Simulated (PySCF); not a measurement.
Br3Ga, charge +1, doublet, geometry from GFN2-xTB (such geometries of metal compounds can be far from the true shape) (a state made from the parent by changing its charge; the spin is typed, not shown lowest); DF-PBE0/cc-pVDZ run with PySCF.

Here is a job for PySCF.
```python
from pyscf import gto, scf, dft

mol = gto.M(
    atom='''
Ga    0.00000000    0.00000000   -0.00000000
Br    2.23134831   -0.34155522   -0.68288190
Br   -0.79598335   -1.01028512    1.97677450
Br   -1.43536497    1.35184034   -1.29389260
''',
    basis='cc-pvdz',
    charge=1,
    spin=1,
    verbose=4,
)

mf = dft.UKS(mol)
mf.xc = 'pbe0'
mf = mf.density_fit(auxbasis='def2-universal-jkfit')
mf.kernel()
```

It wrote (shortened):

```
PySCF version 2.14.0

[INPUT] verbose = 4
[INPUT] num. atoms = 4
[INPUT] num. electrons = 135
[INPUT] charge = 1
[INPUT] spin (= nelec alpha-beta = 2S) = 1
[INPUT] symmetry False subgroup None
[INPUT] Mole.unit = angstrom
[INPUT] Symbol           X                Y                Z      unit          X                Y                Z       unit  Magmom
[INPUT]  1 Ga     0.000000000000   0.000000000000   0.000000000000 AA    0.000000000000   0.000000000000   0.000000000000 Bohr   0.0
[INPUT]  2 Br     2.231348310000  -0.341555220000  -0.682881900000 AA    4.216637194411  -0.645445822216  -1.290459766423 Bohr   0.0
[INPUT]  3 Br    -0.795983350000  -1.010285120000   1.976774500000 AA   -1.504190531214  -1.909162184523   3.735562415024 Bohr   0.0
[INPUT]  4 Br    -1.435364970000   1.351840340000  -1.293892600000 AA   -2.712446682095   2.554608006739  -2.445102648601 Bohr   0.0

nuclear repulsion = 1206.4525957808
number of shells = 24
number of NR pGTOs = 308
number of NR cGTOs = 108
basis = cc-pvdz
ecp = {}

******** <class 'pyscf.df.df_jk.DFUKS'> ********
method = DFUKS
initial guess = minao
damping factor = 0
level_shift factor = 0
DIIS = <class 'pyscf.scf.diis.CDIIS'>
diis_start_cycle = 1
diis_space = 8
diis_damp = 0
SCF conv_tol = 1e-09
SCF conv_tol_grad = None
SCF max_cycles = 50
direct_scf = False
number electrons alpha = 68  beta = 67
XC library pyscf.dft.libxc version 7.1.2
    S. Lehtola, C. Steigemann, M. J. T. Oliveira, and M. A. L. Marques,  SoftwareX 7, 1–5 (2018)
XC functionals = pbe0
    C. Adamo and V. Barone,  J. Chem. Phys. 110, 6158 (1999)
    M. Ernzerhof and G. E. Scuseria,  J. Chem. Phys. 110, 5029 (1999)
radial grids:
    Treutler-Ahlrichs [JCP 102, 346 (1995); DOI:10.1063/1.469408] (M4) radial grids

becke partition: Becke, JCP 88, 2547 (1988); DOI:10.1063/1.454033
pruning grids: <function nwchem_prune>
grids dens level: 3
symmetrized grids: False
atomic radii adjust function: <function treutler_atomic_radii_adjust>
small_rho_cutoff = 0
Set gradient conv threshold to 3.16228e-05
tot grids = 82176
******** <class 'pyscf.df.df.DF'> ********
auxbasis = def2-universal-jkfit
init E= -9642.83506303596

cycle= 1 E= -9645.78347647764  delta_E= -2.95  |g|= 0.282  |ddm|= 1.26
cycle= 2 E= -9645.73604852472  delta_E= 0.0474  |g|= 0.392  |ddm|= 0.77
cycle= 3 E= -9645.84316869537  delta_E= -0.107  |g|= 0.0378  |ddm|= 0.428
cycle= 4 E= -9645.843895435  delta_E= -0.000727  |g|= 0.00469  |ddm|= 0.0433
cycle= 5 E= -9645.8439114152  delta_E= -1.6e-05  |g|= 0.000976  |ddm|= 0.00632
cycle= 6 E= -9645.84391219513  delta_E= -7.8e-07  |g|= 0.000497  |ddm|= 0.00168
cycle= 7 E= -9645.84391184406  delta_E= 3.51e-07  |g|= 0.00081  |ddm|= 0.00177
cycle= 8 E= -9645.84391244658  delta_E= -6.03e-07  |g|= 7.6e-05  |ddm|= 0.00128
cycle= 9 E= -9645.84391245578  delta_E= -9.2e-09  |g|= 8.28e-06  |ddm|= 0.000177
cycle= 10 E= -9645.84391245598  delta_E= -2e-10  |g|= 5.11e-06  |ddm|= 3.13e-05
Extra cycle  E= -9645.84391245572  delta_E= 2.67e-10  |g|= 1.73e-05  |ddm|= 3.3e-05
converged SCF energy = -9645.84391245572  <S^2> = 0.75414391  2S+1 = 2.0041396
```
